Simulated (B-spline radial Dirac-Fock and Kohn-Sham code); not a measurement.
L-shell conversion coefficients of Ti against transition energy

Level of theory: a Dirac-Hartree-Slater potential of the neutral atom with a Latter tail (no hole, which puts coefficients of high multipoles low close above an edge), finite nucleus with surface currents; a B-spline atomic structure program. Subshells within 1 keV of threshold and pair formation are left out.

```csv
energy (keV),E1,E3,E5,M1,M3,M4
12.8,1.23,31300,4.79e+08,0.534,7430,842000
17.5,0.488,4880,4.05e+07,0.212,1320,105000
20,0.327,2230,1.41e+07,0.143,638,43700
44.2,0.0294,25.6,27900,0.0148,10.5,297
50,0.0201,13.2,10800,0.0105,5.67,141
54.8,0.0151,8.09,5340,0.00811,3.62,81.5
90.1,0.00323,0.615,129,0.00210,0.341,4.58
91,0.00313,0.585,120,0.00205,0.326,4.33
100,0.00233,0.364,60.6,0.00160,0.212,2.56
102,0.00219,0.329,52.5,0.00151,0.193,2.29
155,0.000599,0.0418,2.77,0.000513,0.0303,0.240
159,0.000553,0.0370,2.33,0.000481,0.0272,0.210
169,0.000459,0.0276,1.54,0.000413,0.0209,0.153
200,0.000274,0.0124,0.502,0.000271,0.0103,0.0649
203,0.000262,0.0115,0.455,0.000261,0.00971,0.0602
209,0.000240,0.0101,0.376,0.000243,0.00861,0.0520
233,0.000173,0.00606,0.186,0.000187,0.00553,0.0304
500,2.04e-05,0.000226,0.00211,3.18e-05,0.000315,0.000964
620,1.20e-05,0.000101,0.000711,2.00e-05,0.000153,0.000407
770,7.38e-06,4.75e-05,0.000260,1.27e-05,7.65e-05,0.000180
825,6.37e-06,3.80e-05,0.000193,1.10e-05,6.19e-05,0.000140
1000,4.32e-06,2.11e-05,8.80e-05,7.52e-06,3.50e-05,7.20e-05
1170,3.22e-06,1.35e-05,4.89e-05,5.56e-06,2.25e-05,4.31e-05
1180,3.17e-06,1.32e-05,4.74e-05,5.47e-06,2.20e-05,4.19e-05
1190,3.12e-06,1.29e-05,4.60e-05,5.38e-06,2.15e-05,4.08e-05
1400,2.36e-06,8.47e-06,2.64e-05,3.98e-06,1.39e-05,2.47e-05
1420,2.30e-06,8.17e-06,2.52e-05,3.88e-06,1.34e-05,2.37e-05
1900,1.45e-06,4.14e-06,1.04e-05,2.32e-06,6.50e-06,1.04e-05
2000,1.35e-06,3.70e-06,8.99e-06,2.12e-06,5.76e-06,9.03e-06
```

Question: How fast do they fall between 1420 and 2000 keV?

Answer: As powers of the energy: E1 E^-1.56, E3 E^-2.31, E5 E^-3.01, M1 E^-1.76, M3 E^-2.47, M4 E^-2.82. Within one type (E or M) the higher multipoles fall faster.

Values without a named source are computed, but for edge energies of neutral atoms, which are taken from tables.
